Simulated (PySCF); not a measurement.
**CuH⁺: from constants to spectrum**

PBE0 constants of CuH⁺, ²Σ⁺ (doublet), unpaired electrons σ ↑ (PySCF, scalar-relativistic core potentials, basis sets Cu cc-pVDZ-PP with ECP10, H cc-pVDZ; masses 62.9296 and 1.0078 u):

* ωe: 1923.3 cm⁻¹
* ωexe: 63.5 cm⁻¹
* Be: 7.8775 cm⁻¹
* αe: 0.314 cm⁻¹
* D (centrifugal): 0.000529 cm⁻¹
* De to Cu⁺ (3d10) + H: 1.36 eV

(1) Give the vibrational terms G(v) and spacings up to v = 3.

(2) How well does the Morse estimate ωe²/(4ωexe) reproduce De, and what is D0?

For an ion De counts to the pair picked by the measured ionisation energies or electron affinities, which need not be the lowest pair at this level. With d or f electrons several states lie close, and the lowest PBE0 determinant need not be the measured ground state.

Answers

(1) G(v) = ωe(v+½) − ωexe(v+½)².

```
v  G(v) (cm⁻¹)  G(v) − G(v−1)  Bv (cm⁻¹)
0          946                     7.721
1         2742           1796      7.407
2         4411           1669      7.093
3         5954           1542      6.779
```

(2) It gives 1.81 eV, 133 % of the computed De. D0 = De − G(0) = 1.36 − 0.12 = 1.24 eV.
